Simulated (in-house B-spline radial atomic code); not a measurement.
How numerical settings move a run on neutral boron, [He] 2s2 2p1. Computed with a B-spline radial code for spherical atoms: non-relativistic BP86, spherical fractional occupations, point nucleus.

Command:
```bash
python run_scf.py task.json out
```
Settings of the sound reference run:
```
Z                5
electrons        5
configuration    [He] 2s2 2p1
hamiltonian      nr
method           b88,p86
spin_polarised   False
knot_spacing     0.22
spline_order     8
gauss_points     12
box_radius       50
max_iterations   70
damping          0.5
damped_steps     3
diis_vectors     10
tolerance        1e-08
start            Thomas-Fermi
```

Time taken, with all properties: 0.16 s on 1 thread of Arm Neoverse V1 (shared host).

It converges in 9 iterations to -24.635170 hartree, with 2p at -3.6949 eV. The other runs change the listed settings, some to values that make no sense; their results aren't properties of the atom or ion. Radii are in bohr (the nuclear one in fm), a minus after a letter asks for a j subshell, and «unchanged» means within 1e-8 hartree. The run stops when the residual is below 10 × tolerance × max(1, Z/10), or a noise floor if that is larger, and the energy moves by less than 1e-8 × √|E| hartree; so very loose and very tight tolerances often act alike.

| changed settings | outcome |
| --- | --- |
| diis_vectors = 2 | converged in 10 iterations, energy unchanged, 2p level -1.1e-06 eV |
| gauss_points = 6, max_iterations = 5, start = bare nucleus | not converged after 5 iterations, last residual 9.4e-04, last energy +3.34e-05 hartree from the reference |
| tolerance = 1e-13 | converged in 10 iterations, energy unchanged, 2p level +7.3e-07 eV |
| diis_vectors = 0 | converged in 20 iterations, energy unchanged, 2p level +1.5e-06 eV |
| spline_order = 6 | converged in 9 iterations, energy +1.47e-08 hartree from the reference |
| spline_order = 5 | converged in 9 iterations, energy +1.15e-07 hartree from the reference, 2p level -6.2e-07 eV |
| spline_order = 10 | converged in 9 iterations, energy -1.49e-08 hartree from the reference |
| electrons = 13, configuration = [He] 2s2 2p1 4s2 4p6, max_iterations = 50 | converged in 12 iterations to -23.9087 hartree, a different physical problem (warning: 2p has a positive eigenvalue: unbound, held by the box) |
| electrons = 6, configuration = [He] 2s2 2p1 3p-1, max_iterations = 60 | stopped with error: j subshells need the Dirac Hamiltonian and l > 0 |
| diis_vectors = 20 | converged in 9 iterations, energy unchanged |
| tolerance = 1e-06 | converged in 8 iterations, energy unchanged, 2p level +2.6e-05 eV |
| diis_vectors = 1 | converged in 23 iterations, energy unchanged, 2p level -6.0e-06 eV |
| spline_order = 10, gauss_points = 8, max_iterations = 100, diis_vectors = 1 | converged in 23 iterations, energy -3.82e-08 hartree from the reference, 2p level -6.0e-06 eV |

Task: What happens with max_iterations = 60, damping = 0.95, damped_steps = 30?

Result: Converged in 36 iterations, energy unchanged, 2p level +1.3e-06 eV.

Task: What happens with spline_order = 10, gauss_points = 5, max_iterations = 100, damping = 0.95?

Result: Converged in 10 iterations, energy +1.83e-07 hartree from the reference, 2p level +1.5e-06 eV.

Task: What happens with gauss_points = 4, max_iterations = 12?

Result: Converged in 9 iterations, energy -1.01e-07 hartree from the reference, 2p level -3.7e-07 eV.

Task: What happens with hamiltonian = dirac, method = hf, nucleus = fermi, rms_radius = 2.406, mass_number = 11, atomic_mass = 11.00931, speed_of_light = 5.495144?

Result: Converged in 10 iterations to -33.3727 hartree, a different physical problem.
